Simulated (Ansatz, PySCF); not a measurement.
Gas-phase reaction R1 → P1 + P2, each structure at its B3LYP-D3(BJ)/def2-TZVP stationary point, reached from a drawn start (curvature not checked).
P1, Si2H6 (SMILES [SiH3][SiH3]) (charge 0, multiplicity 1):
```xyz
8

Si    -1.1661     0.1185    -0.0175
Si     1.1661    -0.1185     0.0175
H     -1.7630    -0.8118    -1.0064
H     -1.5367     1.5059    -0.3883
H     -1.7339    -0.1825     1.3192
H      1.5367    -1.5059     0.3883
H      1.7630     0.8118     1.0064
H      1.7339     0.1825    -1.3192
```
R1: H8Si3 (SMILES [SiH3][SiH2][SiH3]), charge 0, multiplicity 1.
P2: SiH2 (SMILES [SiH2]), charge 0, multiplicity 1.

P less R. No zero-point or thermal terms.

Frozen-core correlation throughout. CBS: X⁻³ extrapolation of the correlation energy, Hartree–Fock from the larger set.

Programs: Ansatz (an electronic-structure program); PySCF for the D3/D4 terms. Each number belongs to the level named beside it.

```tsv
level	reaction energy (kcal/mol)
HF/cc-pV(T+d)Z	51.38
revPBE-D3(BJ)/def2-TZVPP	60.34
B3LYP/def2-TZVPP	54.18
PBE0-D4/def2-TZVPP	63.15
BHLYP-D3(BJ)/def2-TZVPP	59.16
CAM-B3LYP/def2-TZVPP	56.33
CAM-B3LYP-D3(BJ)/def2-TZVPP	58.41
CCSD(T)/cc-pV(D+d)Z	…
CCSD(T)/CBS(cc-pV(T+d)Z, cc-pV(Q+d)Z)	…
```

Question: Some entries are withheld; supply them.

Answer: 
- CCSD(T)/cc-pV(D+d)Z, reaction energy (kcal/mol): 53.01
- CCSD(T)/CBS(cc-pV(T+d)Z, cc-pV(Q+d)Z), reaction energy (kcal/mol): 58.94
